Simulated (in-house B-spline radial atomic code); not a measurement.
Radial electron density of Pm III (Pm2+), [Xe] 4f5. Level of theory: Dirac-Kohn-Sham HSE06, spherical fractional occupations, Fermi nucleus of rms radius 4.962 fm; calculated with a B-spline radial code for spherical atoms.

Caution: exact exchange at fractional occupations of open shells leaves self-interaction of up to several eV.

Columns: r (bohr), 4πr²n(r) (electrons per bohr), bar.

```
0.000755    2.134 #
0.000931    3.042 #
 0.00115    4.326 ##
 0.00141    6.038 ###
 0.00174    8.454 ####
 0.00214    11.66 #####
 0.00264    15.98 #######
 0.00326    21.62 #########
 0.00401    28.59 ############
 0.00494    37.08 ###############
 0.00609     46.9 ###################
  0.0075    57.42 ########################
 0.00924    67.68 ############################
  0.0114    76.28 ################################
   0.014    81.46 ##################################
  0.0173    82.36 ##################################
  0.0213    79.19 #################################
  0.0262    74.51 ###############################
  0.0323    72.57 ##############################
  0.0398    77.51 ################################
  0.0491    89.53 #####################################
  0.0605    102.3 ##########################################
  0.0745    106.2 ############################################
  0.0918    97.04 ########################################
   0.113    83.29 ###################################
   0.139    79.56 #################################
   0.172    88.66 #####################################
   0.212    92.31 ######################################
   0.261    74.88 ###############################
   0.321    48.06 ####################
   0.396    36.01 ###############
   0.487    40.73 #################
     0.6    42.06 #################
    0.74     31.3 #############
   0.912    18.69 ########
    1.12    12.26 #####
    1.38    9.559 ####
     1.7    6.797 ###
     2.1    3.629 ##
    2.59    1.387 #
    3.19    0.376 
    3.93  0.07348 
    4.84  0.01083 
    5.96 0.001322
```

On this grid the curve has 4 maxima, near 0.0173, 0.0745, 0.212, 0.6 bohr.

The 4f7/2 radial function P(r) = rR(r), positive near the nucleus, with its small component Q(r) (sign convention: Q ≈ (P' + κP/r)/2c):

```tsv
r (bohr)	P	Q
0.0323	0.001391	-7.027e-05
0.0491	0.005874	-0.0002841
0.0745	0.02231	-0.001018
0.113	0.07397	-0.003118
0.172	0.2072	-0.007871
0.261	0.4602	-0.01537
0.396	0.7797	-0.02217
0.6	0.9699	-0.02279
0.912	0.8781	-0.0161
1.38	0.612	-0.008329
2.1	0.3361	-0.003337
3.19	0.1416	-0.001047
4.84	0.03917	-0.0002321
```
